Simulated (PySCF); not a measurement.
**A small calculation by hand: refractive index and permittivity of the vapour**

imidazole (C₃H₄N₂), SMILES c1c[nH]cn1.

The structure is a stationary point at r2SCAN-D4/def2-SVP.

ωB97X/def2-TZVP in PySCF gives a mean static polarisability of 44.9 bohr³ and a dipole moment of 3.86 D. Take an ideal gas at 298.15 K and 1 bar, whether or not the substance is that volatile.

Problem. Work out n − 1 in the optical limit and the static ε − 1.

Solution. 
Polarisability volume α' = 44.9 × 0.148185 = 6.65 Å³. Number density N = p/kT = 2.43e-5 Å⁻³.
Dilute limit of Lorentz–Lorenz: n − 1 = 2π N α' = 0.0010.
Orientation term of Debye: μ²/(3kT) = 8.098 Å³ × μ²(D²) = 120.65 Å³.
ε − 1 = 4π N (α' + μ²/3kT) = 0.039. Orientation of the dipole supplies 95 % of the static response; it can't follow optical fields. Vibrational polarisation and dispersion are left out.
